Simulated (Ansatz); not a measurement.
# Abstraction of H: InH(CH3)Cl + Sb(CH3)2 → In(CH3)Cl + SbH(CH3)2

Species: InH(CH3)Cl, singlet; Sb(CH3)2, doublet; In(CH3)Cl, doublet; SbH(CH3)2, singlet. A radical takes H: the energy is the difference in strength between the In–H bond broken and the Sb–H bond made.

Shapes, held fixed at every level: PBE0-D4/def2-TZVP. Programs: Ansatz 0.2.0. The zero-point and thermal change to 298 K, harmonic and unscaled (PBE0-D4/def2-TZVP), is +1.7 kJ/mol.

```tsv
level	kind	ΔH(298 K) (kJ/mol)	less CCSD(T)/def2-TZVPP
HF/def2-TZVPP	Hartree–Fock	+15.7	+7.4
SPW92/def2-TZVPP	LDA	-3.7	-12.0
PBE-D4/def2-TZVPP	GGA	-6.7	-15.0
r2SCAN-D4/def2-TZVPP	meta-GGA	+0.5	-7.8
B3LYP-D4/def2-TZVPP	global hybrid	-6.9	-15.2
r2SCAN0-D4/def2-TZVPP	global hybrid	+6.4	-1.9
MP2/def2-SVP	perturbation theory	+17.0	+8.7
CCSD(T)/def2-TZVPP	coupled cluster or CI	+8.3	0.0
```

The highest level, CCSD(T)/def2-TZVPP, gives ΔH(298 K) = +8.3 kJ/mol; the levels span -6.9 to +17.0. They disagree on the sign: 5 of 8 are positive. The column of differences is taken from that level and isn't an error. No measured value is set beside it here. Open shells run unrestricted unless RO is named. For atoms past krypton def2 sets carry core potentials with scalar relativity. Correlated rows may include outer-core shells of In, Sb, which these sets cover unevenly.
